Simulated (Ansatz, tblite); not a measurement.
Removing and adding an electron: Sn₃₀H₃₆, a nanocrystal cut from cubic tin. The state is a singlet with charge 0. Geometry: PBE-D4/def2-SVP. Ansatz, gas phase; energy differences of separate SCF runs; the oxidised species was run as a doublet alone; the reduced species was run as a doublet alone.

```xyz
66

Sn   -4.596    3.362    0.441
Sn   -0.435    4.905    2.589
Sn   -4.243    0.846   -3.386
Sn   -0.164   -0.303   -5.122
Sn    3.560    3.653    0.722
Sn    3.750    1.111   -3.058
Sn   -0.370    2.262   -1.272
Sn   -1.740    0.427    2.734
Sn   -1.574   -2.190   -1.120
Sn    2.322   -0.795    0.921
Sn    2.198    1.919    4.737
Sn    0.875   -2.827    4.888
Sn    2.539   -3.373   -2.918
Sn    1.146   -5.278    1.008
Sn   -3.055    2.921   -1.883
Sn    0.883    4.361    0.154
Sn   -4.412    1.194    2.228
Sn   -0.482    2.542    4.126
Sn    1.070    1.777   -3.662
Sn   -2.817    0.401   -5.776
Sn   -4.217   -1.541   -1.885
Sn   -0.118   -2.620   -3.508
Sn    5.003    3.216   -1.660
Sn    3.550    1.330    2.332
Sn    3.732   -1.244   -1.494
Sn   -0.351   -0.081    0.319
Sn   -1.722   -1.844    4.417
Sn   -1.509   -4.618    0.327
Sn    2.303   -3.161    2.477
Sn    2.587   -5.734   -1.371
H    -6.257    3.611   -0.016
H    -4.061    4.804    1.247
H     0.443    6.135    3.450
H    -2.039    5.509    2.311
H    -5.894    1.283   -3.751
H     0.756   -0.602   -6.575
H     4.293    4.952    1.632
H     4.596    0.784   -4.550
H     2.953    3.295    5.490
H     2.299    0.593    5.854
H     1.716   -1.723    5.932
H     0.785   -4.355    5.716
H     3.408   -3.616   -4.412
H     1.152   -6.720    1.991
H    -3.059    4.376   -2.848
H     0.876    5.786   -0.855
H    -5.167    1.613    3.739
H    -5.287   -0.157    1.576
H    -1.366    2.824    5.604
H     1.044    3.245   -4.607
H    -2.834    1.831   -6.765
H    -3.569   -0.869   -6.697
H    -4.836   -2.846   -2.855
H    -5.243   -1.408   -0.488
H    -0.896   -3.925   -4.372
H     5.026    4.660   -2.629
H     6.655    2.808   -1.302
H     5.200    0.874    2.675
H     5.375   -1.669   -1.081
H    -2.685   -3.100    3.701
H    -2.474   -1.422    5.929
H    -2.506   -4.510    1.747
H    -2.182   -5.868   -0.679
H     3.954   -3.586    2.852
H     1.883   -7.052   -2.259
H     4.227   -6.177   -1.006
```

In the def2 sets Sn takes a core potential; there is no spin–orbit coupling. The xTB rows come from tblite. Single mean-field runs in def2-SVP are fitted with def2-universal-jkfit. HOMO above LUMO, or a gap near zero within one spin, warns that the state may not be the lowest or that an electron is smeared out.

| level | −HOMO (eV) | vertical IE (eV) | −LUMO (eV) | vertical EA (eV) | HOMO–LUMO gap (eV) | IE − EA (eV) |
| --- | --- | --- | --- | --- | --- | --- |
| GFN2-xTB | 10.75 | 11.80 | 10.14 | 9.13 | 0.62 | 2.67 |
| PBE-D4/def2-SVP | 5.70 | – | 3.09 | 2.07 | 2.61 | – |
| PBE0-D4/def2-SVP | 6.50 | 7.32 | 2.41 | 1.74 | 4.08 | 5.58 |

Q: Estimate the rows for GFN1-xTB, B97M-V/def2-SVP.

A: 
```json
{"level": "GFN1-xTB", "−HOMO (eV)": "10.35", "vertical IE (eV)": "11.46", "−LUMO (eV)": "9.31", "vertical EA (eV)": "8.24", "HOMO–LUMO gap (eV)": "1.04", "IE − EA (eV)": "3.21", "remarks": "–"}
{"level": "B97M-V/def2-SVP", "−HOMO (eV)": "5.99", "vertical IE (eV)": "–", "−LUMO (eV)": "2.83", "vertical EA (eV)": "1.75", "HOMO–LUMO gap (eV)": "3.17", "IE − EA (eV)": "–", "remarks": "gap within one spin near zero (-1 doublet)"}
```

Run but left out: PBE-D4/def2-SVP, B97M-V/def2-SVP (charge +1 doublet: an occupied level 0.01 eV above an empty one).   Raw xTB energy differences between charge states are shifted by several eV; the methods need an empirical correction for them. Sets without diffuse functions give affinities that are too small.
